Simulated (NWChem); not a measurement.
System: ZnH, doublet; SMILES [ZnH]

The following NWChem deck was run.

```
start job
memory heap 200 mb stack 900 mb global 1100 mb
geometry units angstroms
  Zn     0.000000     0.000000     0.019871
  H      0.000000     0.000000    -1.614066
end
basis spherical
  * library def2-tzvp
end
dft
  odft
  mult 2
  xc pbe0
  iterations 150
end
driver
  maxiter 120
end
task dft optimize
task dft freq
```

NWChem printed, in part:

```
             Northwest Computational Chemistry Package (NWChem) 7.3.0
             --------------------------------------------------------

 ORDER OF PRIMARY AXIS IS BEING SET TO 4
 C4V symmetry detected

                             Geometry "geometry" -> ""
                             -------------------------

 Output coordinates in angstroms (scale by  1.889725989 to convert to a.u.)

  No.       Tag          Charge          X              Y              Z
 ---- ---------------- ---------- -------------- -------------- --------------
    1 Zn                  30.0000     0.00000000     0.00000000     0.05270765
    2 H                    1.0000     0.00000000     0.00000000    -1.58122935

 Effective nuclear repulsion energy (a.u.)       9.7159911735

      Symmetry information
      --------------------

 Group name             C4v
 Group number             18
 Group order               8
 No. of unique centers     2

                                Z-matrix (autoz)
                                --------

 Units are Angstrom for bonds and degrees for angles

      Type          Name      I     J     K     L     M      Value
      ----------- --------  ----- ----- ----- ----- ----- ----------
    1 Stretch                  1     2                       1.63394

                           NWChem Geometry Optimization
                           ----------------------------

 maximum gradient threshold         (gmax) =   0.000450
 rms gradient threshold             (grms) =   0.000300
 maximum cartesian step threshold   (xmax) =   0.001800
 rms cartesian step threshold       (xrms) =   0.001200
 fixed trust radius                (trust) =   0.300000
 source of zmatrix                         =   autoz

          -------------------
          Energy Minimization
          -------------------

 Using diagonal initial Hessian
 Scaling for Hessian diagonals: bonds = 1.00  angles = 0.25  torsions = 0.10

          --------
          Step   0

                                 NWChem DFT Module
                                 -----------------

 Summary of "ao basis" -> "ao basis" (spherical)
 ------------------------------------------------------------------------------
       Tag                 Description            Shells   Functions and Types
 ---------------- ------------------------------  ------  ---------------------
 Zn                        def2-tzvp                16       48   6s5p4d1f
 H                         def2-tzvp                 4        6   3s1p

      Symmetry analysis of basis
      --------------------------

        a1         20
        a2          0
        b1          5
        b2          5
        e          24

            General Information
            -------------------
          SCF calculation type: DFT
          Wavefunction type:  spin polarized.
          No. of atoms     :     2
          No. of electrons :    31
           Alpha electrons :    16
            Beta electrons :    15
          Charge           :     0
          Spin multiplicity:     2
          Use of symmetry is: on ; symmetry adaption is: on
          Maximum number of iterations: 150
          AO basis - number of functions:    54
                     number of shells:    20
          Convergence on energy requested:  1.00D-06
          Convergence on density requested:  1.00D-05
          Convergence on gradient requested:  5.00D-04

              XC Information
              --------------
                         PBE0 Method XC Functional
                     Hartree-Fock (Exact) Exchange  0.250
          PerdewBurkeErnzerhof Exchange Functional  0.750
            Perdew 1991 LDA Correlation Functional  1.000 local
           PerdewBurkeErnz. Correlation Functional  1.000 non-local

             Grid Information
             ----------------
          Grid used for XC integration:  medium
          Radial quadrature: Mura-Knowles
          Angular quadrature: Lebedev.
          Tag              B.-S. Rad. Rad. Pts. Rad. Cut. Ang. Pts.
          ---              ---------- --------- --------- ---------
          Zn                  1.35      112           8.0       590
          H                   0.35       45           8.0       434
          Grid pruning is: on
          Number of quadrature shells:   157
          Spatial weights used:  Erf1

      Superposition of Atomic Density Guess
      -------------------------------------

 Sum of atomic energies:       -1778.30686905

      Non-variational initial energy
      ------------------------------

 Total energy =   -1778.327700
 1-e energy   =   -2503.771366
 2-e energy   =     715.727675
 HOMO         =      -0.104669
 LUMO         =       0.051463

   Symmetry analysis of molecular orbitals - initial alpha
   -------------------------------------------------------

 !! scf_movecs_sym_adapt:   10 vectors were symmetry contaminated

  Symmetry fudging

 !! scf_movecs_sym_adapt:    8 vectors were symmetry contaminated

  Numbering of irreducible representations:

     1 a1          2 a2          3 b1          4 b2          5 e

  Orbital symmetries:

[...]

      ----------------------
      Optimization converged
      ----------------------

  Step       Energy      Delta E   Gmax     Grms     Xrms     Xmax
  ---- ---------------- -------- -------- -------- -------- --------
@    2   -1779.68334416 -3.4D-07  0.00003  0.00003  0.00078  0.00135
                                     ok       ok       ok       ok

                                Z-matrix (autoz)
                                --------

 Units are Angstrom for bonds and degrees for angles

      Type          Name      I     J     K     L     M      Value     Gradient
      ----------- --------  ----- ----- ----- ----- ----- ---------- ----------
    1 Stretch                  1     2                       1.61618    0.00003

                         Geometry "geometry" -> "geometry"
                         ---------------------------------

 Output coordinates in angstroms (scale by  1.889725989 to convert to a.u.)

  No.       Tag          Charge          X              Y              Z
 ---- ---------------- ---------- -------------- -------------- --------------
    1 Zn                  30.0000     0.00000000     0.00000000     0.04382938
    2 H                    1.0000     0.00000000     0.00000000    -1.57235109

 Effective nuclear repulsion energy (a.u.)       9.8227381328

      Symmetry information
      --------------------

 Group name             C4v
 Group number             18
 Group order               8
 No. of unique centers     2

                Final and change from initial internal coordinates
                --------------------------------------------------

                                Z-matrix (autoz)
                                --------

 Units are Angstrom for bonds and degrees for angles

      Type          Name      I     J     K     L     M      Value       Change
      ----------- --------  ----- ----- ----- ----- ----- ---------- ----------
    1 Stretch                  1     2                       1.61618   -0.01776

 ==============================================================================
                                internuclear distances
 ------------------------------------------------------------------------------
       center one      |      center two      | atomic units |  angstroms
 ------------------------------------------------------------------------------
    2 H                |   1 Zn               |     3.05414  |     1.61618
 ------------------------------------------------------------------------------
                         number of included internuclear distances:          1
 ==============================================================================

[second-derivative integrals and response iterations left out]

  Vibrational analysis via the FX method

  See chapter 2 in "Molecular Vibrations" by Wilson, Decius and Cross

  Vib: Default input used

[...]

 Rotational Constants
 --------------------
 A=   0.000000 cm-1  (  0.000000 K)
 B=   6.504717 cm-1  (  9.358627 K)
 C=   6.504717 cm-1  (  9.358627 K)

 Temperature                      =   298.15K
 frequency scaling parameter      =   1.0000

 Linear Molecule

 Zero-Point correction to Energy  =    2.226 kcal/mol  (  0.003547 au)
 Thermal correction to Energy     =    3.709 kcal/mol  (  0.005911 au)
 Thermal correction to Enthalpy   =    4.301 kcal/mol  (  0.006854 au)

 Total Entropy                    =   47.285 cal/mol-K
   - Translational                =   38.414 cal/mol-K (mol. weight =  64.9369)
   - Rotational                   =    8.862 cal/mol-K (symmetry #  =        1)
   - Vibrational                  =    0.009 cal/mol-K

 Cv (constant volume heat capacity) =    5.027 cal/mol-K
   - Translational                  =    2.979 cal/mol-K
   - Rotational                     =    1.986 cal/mol-K
   - Vibrational                    =    0.061 cal/mol-K

[normal modes left out]

 ----------------------------------------------------------------------------
 Normal Eigenvalue ||           Projected Infra Red Intensities
  Mode   [cm**-1]  || [atomic units] [(debye/angs)**2] [(KM/mol)] [arbitrary]
 ------ ---------- || -------------- ----------------- ---------- -----------
    1       -0.000 ||    0.001501           0.035         1.463       0.470
    2        0.000 ||    0.000062           0.001         0.060       0.019
    3        0.000 ||    0.003926           0.091         3.827       1.229
    4        0.000 ||    0.002487           0.057         2.424       0.778
    5        0.000 ||    0.000000           0.000         0.000       0.000
    6     1557.826 ||    0.183729           4.239       179.108      57.504
 ----------------------------------------------------------------------------
```

Level: PBE0/def2-TZVP, spin-unrestricted. The spin multiplicity was typed, not searched, and may not be the lowest. No stability test was run on the SCF state.
